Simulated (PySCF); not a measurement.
Run record: excited-state job, `[H][Ge]([H])([O]CC)[O]CC` (Ge(OEt)2H2).

Computed with TDDFT CAM-B3LYP/def2-SVPD, vertical, gas phase, core orbitals frozen in the response (PySCF 2.14.0, density-fitted response routines). Geometry: PBE0-D3(BJ)/def2-SVP. The input is one job of a driver script: a line of settings, then coordinates in Å.

Command:
```bash
OMP_NUM_THREADS=1 python probes_run.py task.json out
```

Input:
```
{"job": {"kind": "uv", "xc": "CAM-B3LYP", "basis": "def2-SVPD", "ip": false, "nstates": 15}, "charge": 0, "multiplicity": 1}
Ge    -1.629529    -0.464564    -0.951701
O     -1.846854     0.684953     0.378969
C     -1.654099     0.301189     1.719438
C     -0.199810     0.350750     2.142608
H     -2.246749     0.993391     2.342204
H     -2.063552    -0.713374     1.903485
H     -0.102946     0.141815     3.219454
H      0.403965    -0.385545     1.590031
H      0.218944     1.350224     1.948662
O      0.096707    -0.827390    -1.161227
C      1.001263     0.196004    -1.511434
C      2.413402    -0.320453    -1.361435
H      0.826340     0.523060    -2.555807
H      0.855092     1.087358    -0.870947
H      3.146549     0.450630    -1.643437
H      2.602543    -0.620510    -0.320061
H      2.568627    -1.201392    -2.002171
H     -2.184546     0.262324    -2.183848
H     -2.268109    -1.815010    -0.598193
```

Output:
```
coarse grid: 68160 points
cycle   1  E = -2386.4491063668  dE =  3.720e-02  |g| = 1.008e+00  |ddm| = 6.488e+00
cycle   2  E = -2386.2769927662  dE =  1.721e-01  |g| = 1.428e+00  |ddm| = 4.189e+00
cycle   3  E = -2386.6300999360  dE = -3.531e-01  |g| = 9.162e-02  |ddm| = 2.117e+00
cycle   4  E = -2386.6314627594  dE = -1.363e-03  |g| = 4.320e-02  |ddm| = 1.858e-01
cycle   5  E = -2386.6317727966  dE = -3.100e-04  |g| = 5.333e-03  |ddm| = 7.206e-02
cycle   6  E = -2386.6317769459  dE = -4.149e-06  |g| = 2.023e-03  |ddm| = 1.586e-02
final grid: 144752 points
cycle   7  E = -2386.6317426009  dE =  2.131e-07  |g| = 2.473e-03  |ddm| = 9.200e-03
cycle   8  E = -2386.6317415243  dE =  1.077e-06  |g| = 3.491e-03  |ddm| = 7.757e-03
cycle   9  E = -2386.6317436959  dE = -2.172e-06  |g| = 2.974e-04  |ddm| = 4.446e-03
cycle  10  E = -2386.6317437122  dE = -1.630e-08  |g| = 1.786e-05  |ddm| = 4.476e-04
cycle  11  E = -2386.6317437124  dE = -1.855e-10  |g| = 1.192e-05  |ddm| = 8.064e-05
converged SCF energy = -2386.6317437124

Static polarisability (au): isotropic 87.194, principal 77.011 89.623 94.948

Singlet excitations
state   eV       nm        f      main configurations
  1   7.3774    168.1   0.00487   H->L+1 0.46, H->L+2 0.24, H->L+3 0.10
  2   7.4569    166.3   0.01232   H-1->L+1 0.40, H->L+1 0.23, H->L+2 0.09
  3   7.5906    163.3   0.01630   H-1->L+2 0.23, H->L+2 0.22, H->L+1 0.17
  4   7.7438    160.1   0.01864   H->L 0.81
  5   7.8869    157.2   0.05159   H-1->L+1 0.22, H-1->L+2 0.20, H-2->L+1 0.18
  6   7.9219    156.5   0.02352   H-1->L 0.36, H-2->L+1 0.27, H-1->L+2 0.13
  7   8.0181    154.6   0.01406   H-2->L+2 0.37, H-1->L 0.25, H-2->L+3 0.13
  8   8.0882    153.3   0.01525   H-2->L+1 0.25, H-1->L 0.20, H-2->L+2 0.16
  9   8.1911    151.4   0.00060   H->L+3 0.59, H->L+2 0.16
 10   8.3856    147.9   0.03757   H-2->L 0.37, H->L+4 0.21
 11   8.4695    146.4   0.05822   H-1->L+3 0.26, H-1->L+4 0.20, H-2->L 0.15
 12   8.5973    144.2   0.01391   H->L+5 0.18, H->L+4 0.18, H-3->L+1 0.13
 13   8.6344    143.6   0.06126   H-3->L+1 0.29, H-2->L+3 0.09, H-2->L 0.08
 14   8.7452    141.8   0.07354   H-1->L+4 0.21, H->L+5 0.14, H-3->L+2 0.10
 15   8.8144    140.7   0.01947   H->L+5 0.23, H-1->L+4 0.11

Triplet excitations (Tamm-Dancoff, eV): 6.9915 7.0743 7.2389 7.4356
```

The SCF starts on a coarse grid where the log names one; the energy can jump when the final grid takes over, and dE then counts from the start density on the new grid. H and L stand for HOMO and LUMO; the number after each pair is its weight.

Question: How does the lowest singlet excitation compare with the HOMO–LUMO gap?

Answer: HOMO -9.24 eV and LUMO 1.22 eV give a gap of 10.46 eV; S1 at 7.38 eV lies 3.08 eV below it.

Question: Which computed singlet has the largest oscillator strength, and what do all of them sum to?

Answer: State 14 at 8.75 eV (142 nm), f = 0.074; the 15 states sum to 0.421.

Main results: HOMO -9.24 eV, LUMO 1.22 eV; lowest singlet 7.38 eV; lowest triplet 6.99 eV (Tamm–Dancoff); mean polarisability 87.2 au.

Note that the optimisation stopped short of convergence; the values belong to its last geometry. The CAM-B3LYP/def2-SVPD calculation is non-relativistic and has no spin–orbit coupling, an omission that weighs most on germanium.

Question: How long does this job take on Arm Neoverse V2, one thread, shared host with 192 logical CPUs at a one-minute load of 174? And the peak memory of the process?

Answer: About 1.8 min (density and orbital grids were written too), with 1.5 GiB resident at the peak, the Python interpreter and its libraries included.

One conformer stands for the species.
Labels such as C1 count atoms from 1, the log's own numbers from 0.
